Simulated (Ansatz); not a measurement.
Cost and result for the atomization energy of H$_{5}$N$_{2}$OSb, SMILES `[NH2][Sb]([NH2])[OH]` (9 atoms, 8 bonds).

```csv
atom,x (Å),y (Å),z (Å)
N1,-1.462,-0.176,0.853
Sb2,-0.003,0.975,0.115
N3,0.123,-0.197,-1.523
O4,1.633,0.081,0.775
H5,-1.301,-1.167,0.722
H6,-1.784,0.015,1.792
H7,-0.418,0.128,-2.314
H8,1.091,-0.294,-1.809
H9,2.121,0.635,1.390
```

Charge 0, multiplicity 1. Correlated methods include outer-core shells of Sb, which these sets cover unevenly. Sb takes the def2 core potential. Geometry: relaxed with PBE0-D4/def2-TZVP. It is one conformer, not always the lowest. Program: Ansatz. All runs use 4 threads of an Intel Xeon Platinum 8488C on a shared host. Times are those of one run each, without the atoms' runs, and a repeat can differ threefold. Electronic energies, without spin–orbit coupling; frozen cores. CCSD(T)/CBS adds CCSD(T) − MP2 in def2-TZVPP to the MP2 limit, and its time is that of the two runs behind it. T1 = 0.014. With those shells the extrapolation isn't a true limit. B3LYP takes the VWN-RPA correlation (the form of Gaussian; ORCA's B3LYP/G). HSE06 is the plane-wave form, built on full-range PBE exchange.

CCSD(T)/CBS is a level of theory with its own doubt, some kJ/mol a heavy atom from the limit and from the frozen cores, so smaller differences don't rank the functionals.

```
                             level  functions  wall time
                BLYP-D4/def2-TZVPP        213      1.1 s
                PBE0-D4/def2-TZVPP        213      1.4 s
   PBE-D4/def2-TZVPP (with forces)        213      1.7 s
               HSE06-D4/def2-TZVPP        213      1.8 s
           CAM-B3LYP-D4/def2-TZVPP        213      1.8 s
r2SCAN-D4/def2-TZVPP (with forces)        213      2.3 s
 B3LYP-D4/def2-TZVPP (with forces)        213      2.3 s
                  CCSD(T)/def2-SVP         93        3 s
                ωB97X-V/def2-TZVPP        213      3.6 s
  ωB97M-V/def2-TZVPP (with forces)        213      5.5 s
                    MP2/def2-QZVPP        403       10 s
                CCSD(T)/def2-TZVPP        213       61 s
                 CCSD(T)/CBS(def2)          –       71 s
```

(1) What atomization energy does each give, and how far from CCSD(T)/CBS? (Best estimate.)

Answers

(1) Ansatz gave: 
```csv
level,atomization (kJ/mol),difference from CCSD(T)/CBS,per bond
BLYP-D4/def2-TZVPP,2936.3,45.0,5.6
PBE0-D4/def2-TZVPP,2838.1,-53.2,-6.6
PBE-D4/def2-TZVPP (with forces),2957.8,66.5,8.3
HSE06-D4/def2-TZVPP,2839.2,-52.1,-6.5
CAM-B3LYP-D4/def2-TZVPP,2894.8,3.5,0.4
r2SCAN-D4/def2-TZVPP (with forces),2842.2,-49.1,-6.1
B3LYP-D4/def2-TZVPP (with forces),2891.0,-0.3,0.0
CCSD(T)/def2-SVP,2509.6,-381.7,-47.7
ωB97X-V/def2-TZVPP,2895.5,4.2,0.5
ωB97M-V/def2-TZVPP (with forces),2876.5,-14.8,-1.8
MP2/def2-QZVPP,2875.6,-15.7,-2.0
CCSD(T)/def2-TZVPP,2755.1,-136.2,-17.0
CCSD(T)/CBS(def2),2891.3,0.0,0.0
```

From BLYP to BHLYP (50 % exact exchange), in def2-TZVPP and without D4, the atomization energy moves by −187.8 kJ/mol: exact exchange takes away binding that semilocal exchange gives to molecules. At CCSD(T), def2-SVP lies −381.7 kJ/mol from the extrapolated value and def2-TZVPP −136.2 kJ/mol: correlation converges slowly with the basis, and small sets miss more of it in the bonded molecule than in its fragments. The D4 term adds +29.2 kJ/mol with B3LYP and +15.1 kJ/mol with PBE0; it sums over pairs of atoms, weighted by their polarisabilities, and B3LYP, whose exchange is more repulsive, gets the larger term.
